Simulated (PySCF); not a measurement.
CH₆BGeO (calculated)

Computed with PySCF 2.14.0. Calculation on a computer-drawn molecule: the log of a Hartree-Fock and frozen-core CCSD(T) single point meant for a local Hartree-Fock minimum, with one planted fault or none, to be diagnosed. Offsets are logged minus clean, where the clean run is the same molecule without the fault. The reference is restricted for singlets and unrestricted otherwise, and also for a bond in bohr or an excited solution. Adding or removing an electron swaps singlet and doublet. The excited solution moves the top pair (singlet) or top alpha electron (doublet) to the lowest empty orbital. Highest occupied and lowest empty are orbital energies over both spins, largest force is the largest gradient component, triples share is (T) over the correlation energy, the T1 limit is 0.02 restricted and 0.045 unrestricted, electrons count all cores, a negative frequency is imaginary (commonest isotopes), and the dipole is about the centre of nuclear charge; on germanium a core potential holds 10 electrons, which the energies leave out, and 3d is frozen in MP2 and coupled-cluster steps.

```xyz
10
formula=CH6BGeO meant_charge=0 meant_multiplicity=2 meant_basis=cc-pVDZ meant_basis_and_core_potential_on_germanium=cc-pVDZ-PP_ECP10MDF logged_electrons=57 logged_basis_functions=95 logged_SCF_converged=yes logged_spin_squared=0.7611 logged_highest_occupied=-8.1202 logged_lowest_empty=1.1908 logged_largest_force=0.082102 logged_T1_diagnostic=0.013244 logged_D1_diagnostic=0.048369 logged_triples_share=0.024971 logged_CC_converged=yes logged_dipole_magnitude=0.67483 logged_SCF_stable_within_its_kind=yes logged_energy_HF=-434.28408 logged_energy_CCSD(T)=-434.83415 possible_faults=no_fault,one_electron_removed,one_electron_added,multiplicity_raised_by_two,geometry_at_a_saddle_point,SCF_held_on_an_excited_solution,minimal_basis_STO-3G,one_bond_length_entered_in_bohr,all_coordinates_scaled planted_fault=all_coordinates_scaled,by_-5.9_% HF_energy_offset_from_clean_run=22.85 CCSD(T)_energy_offset_from_clean_run=28.72
C      0.4325     1.3250     0.0346
B     -0.8493     0.6035     0.2289
O     -1.3166    -0.0821    -0.7364
Ge    -1.8538     0.7481     1.9192
H      0.7534     1.2788    -0.9411
H      1.1610     0.9093     0.6350
H      0.3575     2.3132     0.3147
H     -2.0772    -0.5113    -0.5698
H     -2.8049    -0.3059     2.2071
H     -1.1126     1.0581     3.1173
```

Units: logged_highest_occupied, logged_lowest_empty in eV; logged_largest_force in hartree/bohr; logged_dipole_magnitude in debye; logged_energy_HF, logged_energy_CCSD(T) in hartree; HF_energy_offset_from_clean_run, CCSD(T)_energy_offset_from_clean_run in kcal/mol.

Drawn bonds:
```csv
atom,other atom,order
1,2,1
2,3,1
2,4,1
1,5,1
1,6,1
1,7,1
3,8,1
4,9,1
4,10,1
```
